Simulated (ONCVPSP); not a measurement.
## Plane-wave convergence, ONCV potential for tungsten (W)

```
Element                 : tungsten (W)
Generator               : ONCVPSP 4.0.1
Type                    : optimised norm-conserving Vanderbilt (ONCV)
Functional              : Wu-Cohen
Relativity              : fully relativistic
Frozen core             : [Kr] 4d10 4f14
Valence charge          : 14
Reference configuration : 5s2 5p6 5d4 6s1.5 6p0.5
Partial waves           : 5s+6s: rc 1.80 bohr, ncon 4, nbas 7, qcut 8.1 1/bohr, 2 projectors; 5p+6p: rc 1.85 bohr, ncon 4, nbas 8, qcut 5.7 1/bohr, 2 projectors; 5d: rc 1.85 bohr, ncon 4, nbas 7, qcut 6.1 1/bohr, 2 projectors, debl 0.6 Ha
Local potential         : polynomial inside 1.30 bohr (lpopt 5, dvloc0 0 Ha)
Core correction         : Teter function, fcfact 3.5, rcfact 1.05
```

Open shells are filled in proportion to 2j + 1.

Task: For each optimised wave give the share of its norm inside rc, the residual kinetic energy above qcut (Ha) and the cutoffs (Ha) for errors of 10, 1, 0.1 and 0.01 mHa per electron.

Result:

```tsv
wave	norm inside rc	residual KE	10 mHa	1 mHa	0.1 mHa	0.01 mHa
5s	0.966	1.8e-07	15.3	20.1	24.1	27.2
6s	0.080	1.6e-07	12.5	18.9	23.7	27.4
5p j=3/2	0.892	2.3e-05	8.3	10.5	12.4	38.9
6p j=3/2	0.026	1.4e-05	5.6	8.2	10.4	17.5
5p j=1/2	0.934	1.7e-05	10.2	12.7	14.8	17.7
6p j=1/2	0.033	8.3e-06	7.0	10.1	12.6	15.1
5d j=5/2	0.481	2.2e-05	10.5	13.9	16.8	21.0
d projector 2 j=5/2	0.141	1.2e-05	9.5	13.2	16.2	19.2
5d j=3/2	0.519	4.5e-05	11.1	14.6	17.5	28.5
d projector 2 j=3/2	0.135	2.3e-05	10.0	13.7	16.8	20.2
```

The occupied waves need 20 Ha and 24 Ha for 1 and 0.1 mHa.
